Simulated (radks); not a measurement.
Question: Species: Mg5+. Configuration: [He] 2s2 2p(1/2: 1, 3/2: 2) (the NIST ground configuration). Method: Dirac Kohn-Sham, PBE, spin-unpolarised, spherical densities, finite nucleus; Fermi nuclear charge, rms radius 3.057 fm; computed with a radial shooting solver on a logarithmic mesh with Libxc functionals. Some entries of the table are withheld. Estimate them.

orbital  occ.  eigenvalue (eV)  r(max) (bohr)
1s1/2       2        -1405.739            (1)
2s1/2       2              (2)            (3)
2p1/2       1              (4)            (5)
2p3/2       2              (6)            (7)

Answer: 
(1) 1s1/2 r(max) (bohr): 0.08503
(2) 2s1/2 eigenvalue (eV): -194.8687
(3) 2s1/2 r(max) (bohr): 0.5174
(4) 2p1/2 eigenvalue (eV): -164.6240
(5) 2p1/2 r(max) (bohr): 0.4355
(6) 2p3/2 eigenvalue (eV): -164.2262
(7) 2p3/2 r(max) (bohr): 0.4367
